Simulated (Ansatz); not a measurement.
`[F][Hf]([F])([SH])[SH]`, charge 0, multiplicity 1.

Problem. Give a relaxed structure at PBE0-D4/def2-TZVP (Ansatz 0.2.0). (Best estimate.)

Solution. The calculation gave: 
Z-matrix (Å, degrees):
```
Hf
F 1 1.891
S 1 2.437 2 111.6
F 1 1.891 2 113.7 3 -118.9
S 1 2.437 2 105.3 3 118.6
H 3 1.348 1 91.0 2 57.6
H 5 1.348 1 90.9 2 -178.6
```
Point group C2.
